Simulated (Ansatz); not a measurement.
From P to Bi: the HOMO–LUMO gap

One atom is swapped for its congeners: PBr3 (phosphorus tribromide) `BrP(Br)Br`; AsBr3 (arsenous tribromide) `Br[As](Br)Br`; SbBr3 (antimony bromide) `[Br][Sb]([Br])[Br]`; BiBr3 `[Br][Bi]([Br])[Br]`. All are singlets with charge 0.

Shapes, held fixed at every level: PBE0-D4/def2-TZVP. Programs: Ansatz 0.2.0. Values in eV.

| level | PBr3 | AsBr3 | SbBr3 | BiBr3 |
| --- | --- | --- | --- | --- |
| SPW92/def2-TZVPP | 3.79 | 3.81 | 4.08 | 3.78 |
| PBE-D4/def2-TZVPP | 3.88 | 3.90 | 4.17 | 3.87 |
| PBE0-D4/def2-TZVPP | 5.80 | 5.76 | 5.97 | 5.68 |
| r2SCAN0-D4/def2-TZVPP | 6.05 | 6.00 | 6.25 | 5.96 |
| wB97M-V/def2-TZVPP | 9.80 | 9.69 | 9.76 | 9.40 |
| wB97X-V/def2-TZVPP | 10.05 | 9.90 | 9.99 | 9.62 |

At wB97X-V/def2-TZVPP the HOMO–LUMO gap isn't monotonic: it is largest for P and smallest for Bi (10.05 and 9.62 eV). 2 of 6 levels show this order throughout; 2 agree on the largest and the smallest. For atoms past krypton def2 sets carry core potentials with scalar relativity. Relativity is left out for As, Br unless named. Orbital gaps aren't excitation energies, and the LUMO depends on the basis.
